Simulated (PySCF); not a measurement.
# The first ionisation energy along the 5p block

Calculated with PySCF 2.14 from differences of total energies of unrestricted determinants, without spin-orbit coupling. Values in eV. The last column holds reference values (NIST; (s) semi-empirical, (t) theoretical, else measured). Unmarked ones compare directly (S terms, centres of terms, or small fine structure); those marked * lie between the lowest fine-structure levels and include a spin-orbit shift.

```tsv
element	configurations	UHF	LDA	PBE	r2SCAN	MP2 (valence)	SCS-MP2 (valence)	reference
In (aug-cc-pVDZ-PP with ECP28MDF, ECP)	[Kr] 4d10 5s2 5p1 → [Kr] 4d10 5s2	5.203	5.707	5.580	5.698	5.335	5.313	5.603
Sn (aug-cc-pVDZ-PP with ECP28MDF, ECP)	[Kr] 4d10 5s2 5p2 → [Kr] 4d10 5s2 5p1	6.858	7.416	7.265	7.410	7.087	7.027	7.389
Sb (aug-cc-pVDZ-PP with ECP28MDF, ECP)	[Kr] 4d10 5s2 5p3 → [Kr] 4d10 5s2 5p2	8.598	9.132	8.974	9.180	8.913	8.804	9.124
Te (aug-cc-pVDZ-PP with ECP28MDF, ECP)	[Kr] 4d10 5s2 5p4 → [Kr] 4d10 5s2 5p3	7.702	8.971	8.690	8.712	8.121	8.134	8.749
I (aug-cc-pVDZ-PP with ECP28MDF, ECP)	[Kr] 4d10 5s2 5p5 → [Kr] 4d10 5s2 5p4	9.591	10.809	10.523	10.568	10.141	10.121	10.519
Xe (aug-cc-pVDZ-PP with ECP28MDF, ECP)	[Xe] → [Kr] 4d10 5s2 5p5	11.592	12.686	12.411	12.533	12.262	12.196	12.565
```

```csv
method,elements,mean error (eV),mean absolute error (eV),largest error (eV)
UHF,6,-0.734,0.734,-1.047
LDA,6,0.128,0.128,0.290
PBE,6,-0.085,0.086,-0.155
r2SCAN,6,0.025,0.048,0.095
MP2 (valence),6,-0.349,0.349,-0.628
SCS-MP2 (valence),6,-0.392,0.392,-0.614
```

Errors include the incompleteness of the basis and the frozen core.

"Valence" correlates the outer s and p shells and, in groups 3 to 12 and the f block, the outer d or f shell, open or full, or the next shell where the ion has no valence electron left; the wider scheme adds the next inner shell.
